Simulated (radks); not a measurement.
Lu V, 67 electrons, occupied as [Xe] 4f13. Calculated with a radial shooting solver on a logarithmic mesh with Libxc functionals: Dirac Kohn-Sham, Slater X-alpha with alpha = 0.684, spin-unpolarised, spherical densities, point nucleus; open shells fill j = l - 1/2 first.

Normalised radial functions P(r) = r R(r) (large component), r in bohr:

r           5p3/2
0.00282    0.0062
0.00323    0.0080
0.003731   0.0103
0.004274   0.0132
0.004897   0.0167
0.005656   0.0215
0.006479   0.0271
0.007423   0.0341
0.008573   0.0432
0.009822   0.0536
0.01125    0.0661
0.013      0.0819
0.01489    0.0992
0.01706    0.1188
0.0197     0.1418
0.02257    0.1650
0.02586    0.1885
0.02986    0.2117
0.03421    0.2296
0.0392     0.2406
0.04527    0.2404
0.05186    0.2250
0.05942    0.1912
0.06808    0.1366
0.07862    0.0561
0.09007   -0.0375
0.1032    -0.1395
0.1192    -0.2417
0.1365    -0.3144
0.1564    -0.3445
0.1807    -0.3125
0.207     -0.2148
0.2371    -0.0583
0.2739     0.1448
0.3138     0.3320
0.3595     0.4686
0.4151     0.5136
0.4756     0.4385
0.5449     0.2524
0.6293    -0.0338
0.721     -0.3394
0.826     -0.6261
0.954     -0.8582
1.093     -0.9787
1.252     -0.9944
1.435     -0.9168
1.657     -0.7623
1.898     -0.5834
2.175     -0.4059
2.511     -0.2469
2.877     -0.1372
3.297     -0.0670
3.807     -0.0268
4.362     -0.0095

5p3/2: eigenvalue -71.381 eV, 3 radial nodes at r = 0.0855, 0.248, 0.620 bohr, <r> = 1.35 bohr, 90 % of the charge inside 1.97 bohr.
